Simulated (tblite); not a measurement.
Species: C3H9AlO3.
Z-matrix (Å and degrees, GFN2-xTB geometry), rows numbered from 1:
```
C 
O   1  1.4192
Al  2  1.8994  1  131.87
C   2  1.3885  1  116.34  3   179.25
O   4  1.4142  2  111.63  1   -73.02
C   5  1.3331  4  117.90  2   100.25
O   6  1.1922  5  126.35  4     0.04
H   1  1.0889  2  105.53  3     4.75
H   1  1.0926  2  110.51  3   123.94
H   1  1.0922  2  111.21  3  -114.03
H   3  1.5830  2   96.49  1  -121.23
H   3  1.5726  2   94.51  1    -0.62
H   3  1.5728  2   99.55  1   121.07
H   4  1.0950  2  105.72  1   171.05
H   4  1.1000  2  111.17  1    49.55
H   6  1.1000  5  108.45  4   179.47
```

Method: GFN2-xTB as coded in tblite; computed harmonic values from a numerical Hessian at the method's own geometry, unscaled. Against measured fundamentals such values can be off by several per cent, at times by over 20. Modes of hydrogen on aluminium can be 10 to 20 % off. One conformer, not necessarily the lowest.

Harmonic wavenumbers (cm⁻¹): 43.4, 67.2, 122.3, 146.4, 166.9, 215.5, 253.8, 290.5, 335.4, 407.1, 478.5, 520.9, 580.6, 728.1, 771.5, 777.8, 796.1, 919.4, 941.9, 963.2, 1048.5, 1078.0, 1127.0, 1147.4, 1169.7, 1258.7, 1323.2, 1332.8, 1384.8, 1394.8, 1447.1, 1464.5, 1617.8, 1658.3, 1664.6, 1795.3, 2869.6, 2898.0, 2949.4, 2978.6, 2984.2, 3023.9.

A = 4859, B = 1188, C = 1038 MHz; mass 120.037 u (most abundant isotopes); point group C1, symmetry number 1.

Question: What is the zero-point energy?

Answer: Half the sum of the wavenumbers: 24571 cm⁻¹ = 293.93 kJ/mol.

Question: Give the ideal-gas entropy at 298.15 K and 1 bar in the rigid-rotor, harmonic-oscillator model (classical rotation).

Answer: Translation 168.57, rotation 118.72, vibration 119.24: S = 406.5 J/(mol K).

Question: And Cp and H(298.15 K) − H(0)?

Answer: Cp = 150.72 J/(mol K), of which vibrations give 117.46 (their classical limit is 42 R = 349.2); H(298.15 K) − H(0) = 28.39 kJ/mol without the zero-point energy, 18.48 from vibrations.

Question: Blend soft modes into free rotors: weight 1/[1 + (100 cm⁻¹/ν̃)⁴] for the oscillator and the rest for a rotor with moment μB/(μ + B), μ = h/(8π²ν), B = 10⁻⁴⁴ kg m². What vibrational entropy results?

Answer: 109.43 J/(mol K) in place of 119.24, which changes −T·S at 298.15 K by +2.92 kJ/mol.

Question: What must be added to the electronic energy to get the Gibbs energy at 298.15 K and 1 bar?

Answer: ZPE + [H(298.15 K) − H(0)] − T·S = 293.93 + 28.39 − 121.21 = 201.11 kJ/mol.

Hindered rotation and anharmonicity are outside this model. Other conformers, if any are populated, would add a mixing term that is left out. The structure is chiral; the term R ln 2 for an equal mix with its mirror image is left out.
